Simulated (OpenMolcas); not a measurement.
# Ionisation energies of ruthenium

```
Program             : OpenMolcas
Basis               : ANO-R2 [7s5p4d2f1g]
Scalar Hamiltonian  : X2C, finite nucleus
Spin-orbit coupling : RASSI with atomic mean-field integrals over the reference wave functions, term energies averaged over their components
```

Active shells in each charge state: the valence d, s shells, with orbitals averaged over the low states. Where CASPT2's correlated closed shells are named, they are those of the first ion.

A. CASSCF
B. SS-CASPT2, IPEA 0.25 Eh, imaginary shift 0.1 Eh (closed shells correlated: 4s 4p)
C. SS-CASPT2, IPEA 0.25 Eh, imaginary shift 0.1 Eh (closed shells correlated: 3d 4s 4p)
D. SS-CASPT2, IPEA 0 Eh, imaginary shift 0.1 Eh (closed shells correlated: 4s 4p)

Energies in eV between the lowest computed levels, named as in B; reference values from the NIST Atomic Spectra Database with their kind.

| From | To | A | B | C | D | Spin-orbit share in B | Reference |
| --- | --- | --- | --- | --- | --- | --- | --- |
| Ru 4d7 5s 5F5 | Ru+ 4d7 4F 9/2 | 6.213 | 7.340 | 7.353 | 7.433 | -0.026 | 7.361 (measured) |
| Ru+ 4d7 4F 9/2 | Ru2+ 4d6 5D4 | 14.844 | 16.555 | 16.545 | 16.576 | +0.073 | 16.760 (semi-empirical) |

Error against the reference values, in %:

| From | Reference | A | B | C | D |
| --- | --- | --- | --- | --- | --- |
| Ru | measured | -15.6 | -0.3 | -0.1 | +1.0 |
| Ru+ | semi-empirical | -11.4 | -1.2 | -1.3 | -1.1 |

Absolute error against the one measured value: A 1.15 eV, B 0.02 eV, C 0.01 eV, D 0.07 eV. C lies closest.

The lowest level within the active space need not be the ion's true ground level.
